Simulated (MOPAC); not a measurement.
MOPAC input (PM3):

```
PM3 PRECISE GNORM=0.05 LET XYZ GEO-OK AUX(PRECISION=9) THREADS=1
H2Cl2S2Si

S     1.88724500 1    0.07423600 1   -0.95279800 1
Si   -0.00395900 1    0.00353300 1    0.00235500 1
S    -1.18920400 1   -1.47986600 1   -0.94769300 1
Cl    0.12018700 1   -0.41071100 1    2.01245200 1
Cl   -0.77769800 1    1.89262800 1   -0.18801100 1
H     2.16410500 1   -1.21477200 1   -0.68215800 1
H    -2.09965500 1   -1.53717900 1    0.04153500 1
```

Output:

```
 *******************************************************************************
 **                                                                           **
 **                              MOPAC v23.2.5                                **
 **                                                                           **
 *******************************************************************************
 ** MOPAC's Digital Object Identifier: https://doi.org/10.5281/zenodo.6511958 **
 **                                                                           **
 ** Please cite the open-source release paper for use of this MOPAC version:  **
 ** J. E. Moussa and J. J. P. Stewart (2026)                                  **
 ** MOPAC: An open-source semiempirical molecular orbital program             **
 ** J. Open Source Softw., 11(119), 8025, https://doi.org/10.21105/joss.08025 **
 *******************************************************************************

                              PM3 CALCULATION RESULTS

 *******************************************************************************
 *  PM3        - The PM3 Hamiltonian to be used
 *  GEO-OK     - OVERRIDE INTERATOMIC DISTANCE AND OTHER SAFETY CHECKS
 *  LET        - OVERRIDE SOME SAFETY CHECKS
 *  PRECISE    - TIGHTER CRITERIA TO BE USED
 *  XYZ        - CARTESIAN COORDINATE SYSTEM TO BE USED
 *  GNORM      - EXIT WHEN GRADIENT NORM DROPS BELOW 0.050
 *  AUX        - OUTPUT AUXILIARY INFORMATION
 *******************************************************************************
PM3 PRECISE GNORM=0.05 LET XYZ GEO-OK AUX(PRECISION=9) THREADS=1
 H2Cl2S2Si

   ATOM   CHEMICAL          X               Y               Z
  NUMBER   SYMBOL      (ANGSTROMS)     (ANGSTROMS)     (ANGSTROMS)

     1       S          1.88724500  *   0.07423600  *  -0.95279800  *
     2      Si         -0.00395900  *   0.00353300  *   0.00235500  *
     3       S         -1.18920400  *  -1.47986600  *  -0.94769300  *
     4      Cl          0.12018700  *  -0.41071100  *   2.01245200  *
     5      Cl         -0.77769800  *   1.89262800  *  -0.18801100  *
     6       H          2.16410500  *  -1.21477200  *  -0.68215800  *
     7       H         -2.09965500  *  -1.53717900  *   0.04153500  *

          CARTESIAN COORDINATES

    NO.       ATOM           X           Y           Z

     1         S          1.8872      0.0742     -0.9528
     2        Si         -0.0040      0.0035      0.0024
     3         S         -1.1892     -1.4799     -0.9477
     4        Cl          0.1202     -0.4107      2.0125
     5        Cl         -0.7777      1.8926     -0.1880
     6         H          2.1641     -1.2148     -0.6822
     7         H         -2.0997     -1.5372      0.0415

  H: (PM3): J. J. P. STEWART, J. COMP. CHEM. 10, 209 (1989).
 Si: (PM3): J. J. P. STEWART, J. COMP. CHEM. 10, 209 (1989).
  S: (PM3): J. J. P. STEWART, J. COMP. CHEM. 10, 209 (1989).
 Cl: (PM3): J. J. P. STEWART, J. COMP. CHEM. 10, 209 (1989).

           Empirical Formula: H2 S2 Si Cl2  =     7 atoms

      MOLECULAR POINT GROUP   :   C1

      RHF CALCULATION, NO. OF DOUBLY OCCUPIED LEVELS = 16

          Geometry optimization using EF

          DIAGONAL MATRIX USED AS START HESSIAN

 CYCLE:     1  GRAD.:    35.951 HEAT: -88.42884
 CYCLE:     2  GRAD.:    21.583 HEAT: -91.04511
 CYCLE:     3  GRAD.:    10.540 HEAT: -91.87163
 CYCLE:     4  GRAD.:     6.041 HEAT: -92.27130
 CYCLE:     5  GRAD.:     4.087 HEAT: -92.43381
 CYCLE:     6  GRAD.:     3.009 HEAT: -92.50779
 CYCLE:     7  GRAD.:     1.891 HEAT: -92.55170
 CYCLE:     8  GRAD.:     1.227 HEAT: -92.56679
 CYCLE:     9  GRAD.:     1.136 HEAT: -92.57429
 CYCLE:    10  GRAD.:     0.869 HEAT: -92.57917
 CYCLE:    11  GRAD.:     0.584 HEAT: -92.58227
 CYCLE:    12  GRAD.:     0.552 HEAT: -92.58427
 CYCLE:    13  GRAD.:     0.631 HEAT: -92.58604
 CYCLE:    14  GRAD.:     0.719 HEAT: -92.58917
 CYCLE:    15  GRAD.:     0.792 HEAT: -92.59329
 CYCLE:    16  GRAD.:     0.928 HEAT: -92.59870
 CYCLE:    17  GRAD.:     1.164 HEAT: -92.60590
 CYCLE:    18  GRAD.:     1.183 HEAT: -92.61373
 CYCLE:    19  GRAD.:     0.710 HEAT: -92.61919
 CYCLE:    20  GRAD.:     0.487 HEAT: -92.62113
 CYCLE:    21  GRAD.:     0.291 HEAT: -92.62198
 CYCLE:    22  GRAD.:     0.265 HEAT: -92.62251
 CYCLE:    23  GRAD.:     0.203 HEAT: -92.62291
 CYCLE:    24  GRAD.:     0.141 HEAT: -92.62311
 CYCLE:    25  GRAD.:     0.143 HEAT: -92.62325
 CYCLE:    26  GRAD.:     0.170 HEAT: -92.62345
 CYCLE:    27  GRAD.:     0.202 HEAT: -92.62376
 CYCLE:    28  GRAD.:     0.193 HEAT: -92.62408
 CYCLE:    29  GRAD.:     0.148 HEAT: -92.62421
 CYCLE:    30  GRAD.:     0.215 HEAT: -92.62444
 CYCLE:    31  GRAD.:     0.195 HEAT: -92.62459
 CYCLE:    32  GRAD.:     0.542 HEAT: -92.62664
 CYCLE:    33  GRAD.:     0.303 HEAT: -92.62727
 CYCLE:    34  GRAD.:     0.106 HEAT: -92.62757
 CYCLE:    35  GRAD.:     0.022 HEAT: -92.62763

     GRADIENT =  0.02188 IS LESS THAN CUTOFF =  0.05000

 -------------------------------------------------------------------------------
 PM3 PRECISE GNORM=0.05 LET XYZ GEO-OK AUX(PRECISION=9) THREADS=1
 H2Cl2S2Si

     GEOMETRY OPTIMISED USING EIGENVECTOR FOLLOWING (EF).
     SCF FIELD WAS ACHIEVED

                              PM3 CALCULATION
                                                       MOPAC v23.2.5 Linux

          FINAL HEAT OF FORMATION =        -92.62763 KCAL/MOL =    -387.55400 KJ/MOL

          COSMO AREA              =        158.16 SQUARE ANGSTROMS
          COSMO VOLUME            =        158.91 CUBIC ANGSTROMS

          GRADIENT NORM           =          0.02188          =       0.00827 PER ATOM
          IONIZATION POTENTIAL    =         10.044627 EV
          HOMO LUMO ENERGIES (EV) =        -10.045 -2.785
          NO. OF FILLED LEVELS    =         16
          MOLECULAR WEIGHT        =        165.1273         POINT GROUP:  C1

          MOLECULAR DIMENSIONS (Angstroms)

            Atom       Atom       Distance
            H     7    S     1     4.64526
            H     6   Cl     5     4.08602
            S     3   Cl     4     3.14206

          SCF CALCULATIONS        =         36

   ATOM   CHEMICAL          X               Y               Z
  NUMBER   SYMBOL      (ANGSTROMS)     (ANGSTROMS)     (ANGSTROMS)

     1       S          2.00474162  *   0.04908990  *  -0.95502242  *
     2      Si          0.00524731  *   0.01761388  *   0.00526524  *
     3       S         -1.23932490  *  -1.55438014  *  -0.96808646  *
     4      Cl          0.09973975  *  -0.32872639  *   2.06213911  *
     5      Cl         -0.81200974  *   1.91042509  *  -0.12514776  *
     6       H          2.21664097  *  -1.24299652  *  -1.05443805  *
     7       H         -2.25601472  *  -1.61299967  *  -0.14150487  *

                             CARTESIAN COORDINATES

   1    S        2.004741625     0.049089898    -0.955022418
   2   Si        0.005247310     0.017613883     0.005265237
   3    S       -1.239324895    -1.554380144    -0.968086460
   4   Cl        0.099739750    -0.328726392     2.062139110
   5   Cl       -0.812009744     1.910425095    -0.125147763
   6    H        2.216640972    -1.242996522    -1.054438050
   7    H       -2.256014724    -1.612999666    -0.141504868

           Empirical Formula: H2 S2 Si Cl2  =     7 atoms

      MOLECULAR POINT GROUP   :   C1

                  EIGENVALUES
 -55.89421 -55.30720 -27.24237 -26.83893 -16.21979 -15.37838 -14.58298 -13.55076
 -12.64589 -12.35414 -11.38342 -11.17929 -11.05864 -10.65642 -10.10514 -10.04463
  -2.78520  -1.82316  -0.95645  -0.71084   0.64812   0.76300

              NET ATOMIC CHARGES AND DIPOLE CONTRIBUTIONS

  ATOM NO.   TYPE          CHARGE      No. of ELECS.   s-Pop       p-Pop
    1          S          -0.156896        6.1569     1.90520     4.25170
    2         Si           0.825032        3.1750     0.99803     2.17693
    3          S          -0.216286        6.2163     1.90708     4.30920
    4         Cl          -0.286453        7.2865     1.97364     5.31281
    5         Cl          -0.233680        7.2337     1.97231     5.26137
    6          H           0.033936        0.9661     0.96606
    7          H           0.034347        0.9657     0.96565
 DIPOLE           X         Y         Z       TOTAL
 POINT-CHG.     0.561    -0.513    -1.146     1.375
 HYBRID        -1.052    -1.025     1.255     1.932
 SUM           -0.492    -1.538     0.109     1.618

          ATOMIC ORBITAL ELECTRON POPULATIONS

     Atom    s        px        py        pz
    1  S   1.90520   1.35611   1.09336   1.80223
    2 Si   0.99803   0.78567   0.70690   0.68437
    3  S   1.90708   1.29143   1.59913   1.41864
    4 Cl   1.97364   1.95036   1.94200   1.42045
    5 Cl   1.97231   1.84860   1.46190   1.95087
    6  H   0.96606
    7  H   0.96565

 **********************
 *                    *
 * JOB ENDED NORMALLY *
 *                    *
 **********************

 == MOPAC DONE ==
```

The geometry given is a B3LYP-D3(BJ)/def2-TZVP minimum.
